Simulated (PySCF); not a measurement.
Species: 4'-fluoroacetophenone, C₈H₇FO.
SMILES with atom numbers: `[CH3:1][C:2](=[O:3])[c:4]1[cH:5][cH:6][c:7]([F:8])[cH:9][cH:10]1` (hydrogens: H11, H12, H13 on C1; H14 on C5; H15 on C6; H16 on C9; H17 on C10)

Computed by this run: PBE0-D3(BJ)/def2-SVP geometry optimisation, gas phase (PySCF); density fitting, grid level 2; the optimiser is geomeTRIC in internal coordinates, started from a GFN2-xTB structure.

Step 0: E = -13150.0125 eV
```
atom  x, y, z in Å  |  force x, y, z in eV/Å
C1      2.6051   -0.7450   -0.1159   -0.024   0.464   0.221
C2      1.7370    0.4042    0.3321    0.149  -0.199  -0.091
O3      2.2087    1.4026    0.8271    0.031   0.086   0.051
C4      0.2679    0.2618    0.1386    0.089   0.200   0.104
C5     -0.5433    1.3123    0.5729    0.016  -0.116  -0.054
C6     -1.9150    1.2582    0.4352   -0.010  -0.104  -0.055
C7     -2.4741    0.1347   -0.1497   -0.928  -0.118  -0.124
F8     -3.8105    0.0653   -0.2922    0.687   0.042   0.076
C9     -1.6983   -0.9234   -0.5923   -0.149   0.063   0.013
C10    -0.3258   -0.8562   -0.4462    0.021   0.193   0.102
H11     2.4881   -0.9053   -1.1854   -0.048  -0.158  -0.430
H12     2.3251   -1.6566    0.4076   -0.109  -0.413   0.136
H13     3.6444   -0.5106    0.1000    0.318   0.092   0.071
H14    -0.0672    2.1710    1.0219    0.240   0.344   0.187
H15    -2.5495    2.0630    0.7708   -0.317   0.339   0.132
H16    -2.1734   -1.7811   -1.0420   -0.246  -0.353  -0.191
H17     0.2739   -1.6828   -0.7924    0.278  -0.363  -0.148
```

Question: Estimate the geometry and energy of step 1. (The exact step hangs on the optimiser's Hessian estimate; all steps are aligned on step 0, rigid shifts and turns removed.)

Answer: E = -13150.0517 eV, largest force 0.147 eV/Å
```
atom  x, y, z in Å  |  force x, y, z in eV/Å
C1      2.6273   -0.7380   -0.1230    0.010  -0.093  -0.039
C2      1.7416    0.3900    0.3377   -0.020   0.105   0.052
O3      2.2091    1.3820    0.8545    0.002  -0.023  -0.017
C4      0.2638    0.2632    0.1470    0.021  -0.049  -0.020
C5     -0.5483    1.3212    0.5761    0.039   0.056   0.033
C6     -1.9261    1.2660    0.4300   -0.062   0.046   0.019
C7     -2.4941    0.1368   -0.1541    0.139   0.029   0.015
F8     -3.8098    0.0801   -0.2989   -0.144  -0.021  -0.016
C9     -1.7170   -0.9300   -0.5905   -0.043  -0.039  -0.019
C10    -0.3369   -0.8596   -0.4359    0.050  -0.050  -0.025
H11     2.5110   -0.9147   -1.2047    0.002   0.009   0.033
H12     2.3662   -1.6771    0.3914    0.015   0.029  -0.016
H13     3.6710   -0.4814    0.0940   -0.009   0.007   0.003
H14    -0.0603    2.1882    1.0286   -0.014  -0.030  -0.014
H15    -2.5757    2.0803    0.7598    0.024  -0.026  -0.015
H16    -2.2031   -1.7968   -1.0433    0.014   0.024   0.012
H17     0.2742   -1.6981   -0.7786   -0.025   0.029   0.011
```

The energy changes by -0.0391 eV. The first-order estimate −F·Δx gives -0.0843 eV and the mean of the old and new forces, exact on a quadratic surface, -0.0390 eV. The step makes an angle of 65° with the force vector and moves no atom by more than 0.049 Å.

The cost below is that of the whole optimisation. Hardware: one thread of an Arm Neoverse V2 (shared host). Cost: 72 s of wall time, 0.81 GiB resident at most.
